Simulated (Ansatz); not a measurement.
Basis-set series for C3H5Br, SMILES `C=CCBr`. The species carries charge 0 and has multiplicity 1. The geometry is a stationary point of PBE0-D4/def2-TZVP. It is one conformer, not always the lowest.

| functional | basis | functions | energy (Eh) | HOMO (eV) | LUMO (eV) |
| --- | --- | --- | --- | --- | --- |
| PBE0-D4 | def2-TZVPP | 211 | -2691.06452 | -7.73 | -0.78 |
| PBE0-D4 | def2-QZVPP | 410 | -2691.12371 | -7.75 | -0.84 |
| ωB97M-V | def2-TZVPP | 211 | -2691.29708 | -9.94 | 1.31 |
| ωB97M-V | def2-QZVPP | 410 | -2691.35429 | -9.95 | 1.16 |

(1) Give the rows for def2-SVP. (An estimate is asked.)

## Answers

(1) Ansatz gave: 
```tsv
functional	basis	functions	energy (Eh)	HOMO (eV)	LUMO (eV)
PBE0-D4	def2-SVP	99	-2690.62206	-7.62	-0.57
ωB97M-V	def2-SVP	99	-2690.84830	-9.82	1.63
```

Positive LUMOs are unbound and depend on the basis. Scalar relativity is left out up to krypton.
